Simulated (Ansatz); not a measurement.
Name a neutral molecule of As, C, N and H with HOMO–LUMO gap (PBE/def2-TZVPP) between 4.85 and 5.15 eV and HOMO energy (PBE/def2-TZVPP) between -5.55 and -5.25 eV (Ansatz, PBE0-D4/def2-TZVP geometry).

`CN[AsH]C` (4.88 eV, -5.29 eV). Other molecules can fit too; these were computed, each in one conformer that needn't be the lowest.
